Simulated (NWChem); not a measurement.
Molecule: silylphosphine (SiPH5); SMILES [SiH3]P

Program: NWChem. Pople sets run with spherical d functions. Structure relaxed at the PBE0/def2-SVP level. Core excitations by TDA in a window of 1s orbitals, non-relativistic and unshifted: absolute energies depend strongly on the exact-exchange share.

```csv
level,first 1s excitation (eV),dipole oscillator strength of the first
"Si K edge, PBE0/def2-TZVP",1800.8,0.0030
"Si K edge, PBE/6-311G**",1779.0,0.0017
"P K edge, BHandHLYP/cc-pVTZ",2123.3,0.0052
"P K edge, PBE/cc-pVTZ",(withheld),(withheld)
```

Q: What belongs in the gaps?

A: 
- P K edge, PBE/cc-pVTZ, first 1s excitation (eV): 2076.6
- P K edge, PBE/cc-pVTZ, dipole oscillator strength of the first: 0.0024
